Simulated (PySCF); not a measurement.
A PySCF script (with the pyscf-properties extension) for the NMR shieldings of `B(OB)C=C`, C₂H₆B₂O, on a PBE0-D3(BJ)/def2-SVP geometry:

```python
import basis_set_exchange as bse
import numpy as np
from pyscf import gto, dft
from pyscf.prop import nmr

atoms = """
B     2.580604    0.055775   -0.019880
O     1.333679   -0.404390    0.043647
B     0.068266   -0.851467    0.094123
C    -1.077608   -0.078597   -0.608238
C    -2.341512   -0.526257   -0.558497
H     2.964511    0.819235    0.838492
H     3.289502   -0.304841   -0.933389
H    -0.145079   -1.876694    0.705841
H    -0.868661    0.848257   -1.157989
H    -3.175810   -0.007059   -1.042764
H    -2.590547   -1.447455   -0.019563
"""
names = dict.fromkeys(["B", "O", "C", "H"], "pcSseg-2")
basis = {el: gto.basis.parse(bse.get_basis(n, elements=[el], fmt="nwchem")) for el, n in names.items()}
mol = gto.M(atom=atoms, basis=basis, charge=0, verbose=0)
mf = dft.RKS(mol, xc="HYB_GGA_XC_B97_2")
mf.grids.level = 2
mf.grids.alignment = dft.numint.BLKSIZE   # the property module wants whole blocks of grid points
mf.conv_tol = 1e-9
mf.kernel()

calc = nmr.RKS(mf)   # GIAO
C = mf.mo_coeff
Co = C[:, mf.mo_occ > 0]
resp = mf.gen_response(singlet=True, hermi=2)
def vind(x):   # induced exchange potential for any number of trial vectors
    d = np.einsum("pi,xij,qj->xpq", C, 2 * x.reshape(-1, C.shape[1], Co.shape[1]), Co, optimize=True)
    return np.einsum("xpq,pi,qj->xij", resp(d - d.transpose(0, 2, 1)), C, Co, optimize=True).ravel()
mo1, _ = nmr.rhf.solve_mo1(calc, with_cphf=vind)
sigma = calc.kernel(mo1)
for i, s in enumerate(sigma):   # ppm
    w = np.linalg.eigvalsh((s + s.T) / 2)
    print("%2d %-2s iso %8.1f  s11 %8.1f  s22 %8.1f  s33 %8.1f" % (i, mol.atom_pure_symbol(i), w.mean(), *w))
```

Question: What are the results?

Answer: 
```
 0 B  iso     59.0  s11     15.8  s22     56.7  s33    104.6
 1 O  iso     19.0  s11   -114.3  s22     47.9  s33    123.4
 2 B  iso     62.1  s11     31.7  s22     60.8  s33     93.8
 3 C  iso     35.8  s11    -83.9  s22     25.9  s33    165.3
 4 C  iso     26.6  s11   -105.2  s22     24.4  s33    160.6
 5 H  iso     26.0  s11     25.6  s22     25.9  s33     26.5
 6 H  iso     26.0  s11     25.6  s22     25.9  s33     26.5
 7 H  iso     26.1  s11     24.9  s22     25.9  s33     27.6
 8 H  iso     25.0  s11     21.4  s22     25.5  s33     28.0
 9 H  iso     24.6  s11     21.3  s22     24.9  s33     27.6
10 H  iso     24.7  s11     20.9  s22     25.2  s33     28.0
```

These numbers come from an equivalent density-fitted implementation of the same equations, which agrees with the script to about 0.01 ppm for H and up to a few tenths of a ppm for heavy atoms, so last digits may differ.

Size and cost of the density-fitted run: 264 basis functions, 19 s wall time on 1 thread of an x86-64 server CPU, shared host.
